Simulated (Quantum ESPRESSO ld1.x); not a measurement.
Species: Br XVIII. Configuration: [Ar] (the NIST ground configuration). All-electron calculation, non-relativistic Kohn-Sham, LDA (Slater exchange, Perdew-Zunger correlation), spin-polarised, spherical densities, point nucleus. Program: ld1.x of Quantum ESPRESSO 7.5.

X-ray form factor f0, the Fourier transform of the density (f0(0) = 18):

sin(theta)/lambda (1/angstrom),f0 (electrons)
0.05,17.954
0.1,17.817
0.15,17.593
0.2,17.287
0.25,16.906
0.3,16.460
0.4,15.411
0.5,14.228
0.6,12.996
0.8,10.673
1,8.818
1.25,7.251
1.5,6.286
2,5.032
